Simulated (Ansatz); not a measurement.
NaB, multiplicity 3 (lowest of 2S+1 = 1, 3 at CCSD(T)/def2-TZVPP on PBE0 minima; our sources give no spin for the ground state, which may be another), most abundant isotopes (11.0093 and 22.9898 u). Constants from fifth-degree fits in 1/R to seven points on the lowest solution found; no spin–orbit coupling, no relativity up to Kr; ω_e x_e and α_e move by some per cent with the fit.

Correlated levels freeze the inner cores; with def2 sets outer-core shells near the valence are correlated too.

The values were computed with Ansatz (Gaussian orbitals). Values without a source in brackets are computed.

Total energies (hartree; each atom in its lowest state at that level) and vibrational constants (cm⁻¹):

```csv
level,E(NaB) at r_e,E(B),E(Na),ω_e,ω_e x_e
PBE/def2-TZVPP,-186.809376,-24.610083,-162.160437,315,3.2
B3LYP/def2-TZVPP,-186.985983,-24.663919,-162.291254,316,3.7
wB97M-V/def2-TZVPP,-186.937492,-24.649626,-162.257130,335,3.4
CCSD(T)/def2-QZVPP,-186.685581,-24.600738,-162.055741,344,3.8
```

**Question.** Work out D_e and D₀ in eV.

**Answer.** 
D_e = E(B) + E(Na) − E(molecule), times 27.2114 eV; D₀ = D_e − (ω_e/2 − ω_e x_e/4)/8065.54.
- PBE/def2-TZVPP: D_e = 1.057, zero point 0.019, D₀ = 1.038 eV
- B3LYP/def2-TZVPP: D_e = 0.838, zero point 0.020, D₀ = 0.819 eV
- wB97M-V/def2-TZVPP: D_e = 0.836, zero point 0.021, D₀ = 0.816 eV
- CCSD(T)/def2-QZVPP: D_e = 0.792, zero point 0.021, D₀ = 0.771 eV
No counterpoise correction is made.

Ansatz is a program for electronic structure.
